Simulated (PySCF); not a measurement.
Work out the structure from these simulated measurements.

Elements present: C, F and H. Monoisotopic mass: 120.0751 u.

* 1H NMR: chemical shifts (computed TMS as zero) by class: 1.68 (4 H), 1.56 (4 H), 1.31 (2 H) ppm [GIAO B3LYP/pcSseg-1]
* Polarisability: 70.7 au [B3LYP/def2-SVPD]
* 13C NMR: chemical shifts (computed TMS as zero) by class: 125.8 (1 C), 38.1 (2 C), 28.5 (1 C), 26.5 (2 C) ppm [GIAO B3LYP/pcSseg-1]
* UV, strongest line: among the 10 lowest singlet transitions: S8 at 9.24 eV (134 nm, f = 0.087) [TDDFT B3LYP/def2-SVPD]
* Rotational structure: rotational constants A, B, C: 3.216, 1.773, 1.522 GHz [PBE0-D3(BJ)/def2-SVP]
* Triplet: lowest triplet excitation (Tamm–Dancoff): 7.80 eV [TDA B3LYP/def2-SVPD]
* UV, first state: lowest singlet excitation: 7.95 eV (156 nm, f = 0.000) [TDDFT B3LYP/def2-SVPD]
* Dipole: 2.62 D [B3LYP/def2-SVPD]

Gas-phase values; electronic properties from PySCF, density fitting. Levels stand in brackets. The structure is a single PBE0-D3(BJ)/def2-SVP conformer in the gas phase; no vibrational or solvent corrections. Each NMR value is the plain mean over a class of atoms that symmetry, rotation or inversion makes alike.

**Question.** Which formula fits the mass and the elements?

**Answer.** C6H10F2 (calculated 120.0751). No other formula that holds each of these elements comes within 0.0003 u with a fitting electron parity and a possible valence count.

**Question.** Give a SMILES that accounts for the data.

**Answer.** Numbering: `[F:1][C:2]1([F:3])[CH2:4][CH2:5][CH2:6][CH2:7][CH2:8]1`. Its formula, C6H10F2, gives 1 degree of unsaturation: 1 ring and 0 π bonds in the structure found. 6 carbons fall into 4 classes; from least to most shielded: CF2 carbon [C2] (125.8 ppm), ring CH2 carbon [C4/C8] (38.1 ppm, 2 C), ring CH2 carbon [C6] (28.5 ppm), ring CH2 carbon [C5/C7] (26.5 ppm, 2 C). Hydrogen classes from least to most shielded: 4 H on 2 ring CH2 carbons, C4/C8 (1.68 ppm, a mean of values up to 0.6 ppm apart in this geometry), 4 H on 2 ring CH2 carbons, C5/C7 (1.56 ppm), 2 H on a ring CH2 carbon, C6 (1.31 ppm, a mean of values up to 0.5 ppm apart in this geometry). The optimised geometry has point group Cs and is an asymmetric top. Structure: `C1(CCCCC1)(F)F`. The assignments are read from this structure; whether some other isomer fits the data as well wasn't checked.
